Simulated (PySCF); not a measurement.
# How methods differ on the excitation energy of Cu²⁺

Cu²⁺ [Ar] 3d9 (2D) → Cu²⁺ [Ar] 3d8 4p1 (high-spin determinant), as a difference of total energies. Computed with PySCF 2.14 in dyall-v2z, with the spin-free X2C one-electron Hamiltonian (Gaussian nucleus). Correlated levels: valence: [Ar] frozen; virtual orbitals above 40 to 60 times the deepest correlated orbital energy dropped. The calculations carry no spin-orbit coupling.

```csv
method,excitation energy (eV)
UHF,13.070
MP2 (valence),15.085
SCS-MP2 (valence),14.977
CCSD (valence),14.613
CCSD(T) (valence),14.669
```

How much does correlation contribute at CCSD(T) (valence)?

14.669 − (13.070) = 1.599 eV, measured against UHF.

A first-order spin-orbit estimate (lowest level to lowest level, LS coupling) adds -0.020 eV.

The basis was made for the ground configuration and has no added diffuse functions, so the excitation energy can come out too high.

The determinant of the upper state mixes LS terms, which raises its energy above the lowest term, most at the Hartree-Fock and MP2 levels.
